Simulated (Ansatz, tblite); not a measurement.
Cost and result up the ladder for GeH2MePh (C₇H₁₀Ge) (18 atoms). Total charge 0; singlet. Geometry: PBE0-D4/def2-SVP.

```csv
atom,x (Å),y (Å),z (Å)
Ge1,1.543,0.325,-1.242
H2,1.560,1.735,-1.872
H3,2.930,0.021,-0.636
C4,1.113,-1.008,-2.605
H5,1.858,-0.995,-3.414
H6,0.121,-0.802,-3.034
H7,1.096,-2.013,-2.158
C8,0.211,0.297,0.181
C9,0.317,-0.610,1.244
C10,-0.653,-0.656,2.245
C11,-1.745,0.210,2.198
C12,-1.862,1.122,1.149
C13,-0.890,1.164,0.150
H14,1.171,-1.292,1.297
H15,-0.556,-1.369,3.067
H16,-2.505,0.177,2.982
H17,-2.715,1.805,1.111
H18,-0.992,1.888,-0.664
```

Ansatz on 2 threads of AMD EPYC 7R13 on a shared host and a share (18 GiB) of an NVIDIA H100 80GB HBM3; xTB runs through tblite on one thread. Times are rough, summed over both states, and most runs start from the orbitals of an earlier one. PBE0-D4/def2-TZVP serves as the yardstick here, not as an exact answer. The other state is a doublet.

The xTB rows come from tblite.

Run but left out: HF/def2-TZVP (singlet: restricted singlet, unstable towards broken spin symmetry).

Raw xTB energies of ions are shifted by several eV.

```tsv
level	functions	wall time	vertical IE (eV)	difference from PBE0-D4/def2-TZVP (eV)
GFN2-xTB	47	0.024 s	13.28	4.34
GFN1-xTB	57	0.033 s	14.23	5.29
PBE-D4/def2-TZVP	325	19 s	8.79	-0.15
PBE0-D4/def2-TZVP	325	27 s	8.94	0.00
```
